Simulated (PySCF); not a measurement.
SMILES FC(c1ccc(cc1)[Si](F)(F)F)(F)F, singlet (GFN2-xTB optimised geometry):

```
18

F     -1.894    -3.128    -1.293
C     -1.692    -2.700    -0.032
F     -2.904    -2.623     0.536
F     -1.034    -3.684     0.598
C     -0.949    -1.392     0.000
C     -1.655    -0.197    -0.010
C     -0.964     1.000    -0.010
C      0.431     1.025    -0.004
Si     1.353     2.651     0.005
F      0.831     3.684    -1.077
F      2.904     2.480    -0.272
F      1.263     3.443     1.376
C      1.119    -0.189     0.000
C      0.439    -1.392     0.000
H     -2.734    -0.207    -0.012
H     -1.516     1.928    -0.016
H      2.198    -0.192     0.001
H      0.979    -2.327     0.005
```

Calculation: B3LYP/def2-SVP run with PySCF.

### Question
What are the frontier orbital energies and the dipole moment?

### Answer
HOMO-2 -9.96 eV, HOMO-1 -8.31 eV, HOMO -8.13 eV, LUMO -1.98 eV, LUMO+1 -1.28 eV; dipole moment 0.70 D.

Meta-Löwdin charges at B3LYP/def2-SVP: F1 -0.27, C2 0.75, F3 -0.26, F4 -0.26, C5 -0.02, C6 -0.09, C7 -0.07, C8 -0.26, Si9 1.54, F10 -0.45, F11 -0.46, F12 -0.46, C13 -0.08, C14 -0.09, H15 0.12, H16 0.11, H17 0.11, H18 0.12.
